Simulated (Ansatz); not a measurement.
`F[Si]Br` + `O[SiH3]` → `F[Si]O[SiH3]` + HBr at 400 K and 1 bar (ligand exchange at the Si–Br bond).

Gas-phase electronic energies from Ansatz, PBE0-D4/def2-TZVP geometries. CCSD(T)/CBS adds triple-zeta CCSD(T) − MP2 to the extrapolated MP2 energy (def2 sets, frozen cores). For Br outer-core shells are correlated without core-valence functions, which leaves a few kJ/mol of doubt a bond. Scalar relativity is left out up to krypton. One conformer a species, not always the lowest.

| species | CCSD(T)/CBS energy (Eh) | H − E (kJ/mol) | S (J/(mol·K)) |
| --- | --- | --- | --- |
| `F[Si]Br` | -2962.26094 | 26.4 | 302.2 |
| `O[SiH3]` | -366.69042 | 120.0 | 276.4 |
| `F[Si]O[SiH3]` | -755.04483 | 112.6 | 369.1 |
| HBr | -2573.91920 | 27.6 | 207.2 |

H − E and S are ideal-gas, rigid-rotor, harmonic terms from PBE0-D4/def2-TZVP, for one conformer and one mirror image of each species. 1 Eh = 2625.50 kJ/mol, R = 8.31446 J/(mol·K).

Task: By hand: ΔE, ΔH, ΔS and ΔG.

Result: ΔE = (-755.04483) + (-2573.91920) − (-2962.26094) − (-366.69042) = -0.01267 Eh = -33.3 kJ/mol. Δ(H − E) = 112.6 + 27.6 − 26.4 − 120.0 = -6.2, so ΔH = -39.5 kJ/mol. ΔS = 369.1 + 207.2 − 302.2 − 276.4 = -2.3 J/(mol·K). ΔG = -39.5 − 400 × (-2.3)/1000 = -38.6 kJ/mol.

Task: By hand: the equilibrium constant, and the temperature at which ΔG would vanish if ΔH and ΔS stayed fixed.

Result: log₁₀ K = −ΔG/(RT ln 10) = 5.0. ΔG = 0 at ΔH/ΔS = 17174 K, far beyond where these terms or the molecules hold.

The number of gas molecules stays the same, so ΔS is small and ΔH decides. A doubt of 5 kJ/mol in ΔE shifts log₁₀ K by 0.7 here. Other conformers and mirror images would add mixing entropy, several J/(mol·K) or more a flexible species. Modes under 60 cm⁻¹, often nearly free rotors, make the harmonic entropy too high. These are equilibria of isolated gas molecules and say nothing of rates. Largest T1 diagnostic: 0.014 (customary marks: 0.02 for closed shells, 0.045 for open ones).
